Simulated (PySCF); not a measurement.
**Name the molecule from its bond curve**

A diatomic of charge 0 contains Cs. Its doublet curve at PBE0 in a double-zeta basis (scalar-relativistic core potentials, PySCF), in eV from the separated fragments:

R (Å), E (eV) and a bar:
```
    2.673     -2.030 #############################
    2.797     -2.375 ############
    2.921     -2.559 ####
    3.015     -2.622 #
    3.108     -2.638 
    3.201     -2.619 #
    3.326     -2.556 ####
    3.481     -2.437 ##########
    3.667     -2.261 ##################
    3.916     -2.005 ##############################
```

The fit gives ωe = 207 cm⁻¹ and the rotational constant Bₑ = 0.06807 cm⁻¹.

Question: Which atom is the partner?

Answer: The minimum lies at 3.100 Å, so the reduced mass is 16.8576 u Å² cm⁻¹/(Bₑ·Re²) = 25.77 u. With Cs at 132.91 u the partner weighs about 32.0 u: S. The molecule is CsS.

Spin–orbit coupling is left out. The state is the lowest determinant that a PBE0 search found; another state may lie lower at other levels.
